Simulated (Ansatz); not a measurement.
Consider the redistribution: `F[Si](F)(O[SiH3])O[SiH3]` + `C#C[Si](F)(F)Cl` → `F[Si](Cl)(O[SiH3])O[SiH3]` + `C#C[Si](F)(F)F`.

Computed with Ansatz on PBE0-D4/def2-TZVP structures; ΔE is electronic, products minus reactants. CCSD(T)/CBS adds triple-zeta CCSD(T) − MP2 to the extrapolated MP2 energy (def2 sets, frozen cores). Each species was taken in one conformer, which may not be the lowest.

| species | CCSD(T)/CBS(def2) energy (Eh) |
| --- | --- |
| `F[Si](F)(O[SiH3])O[SiH3]` | -1221.11487 |
| `C#C[Si](F)(F)Cl` | -1025.29095 |
| `F[Si](Cl)(O[SiH3])O[SiH3]` | -1581.08110 |
| `C#C[Si](F)(F)F` | -665.32575 |

Q: Work out ΔE.

A: ΔE = (-1581.08110) + (-665.32575) − (-1221.11487) − (-1025.29095) = -0.00103 Eh = -0.6 kcal/mol.

Largest T1 diagnostic among the species: 0.013.
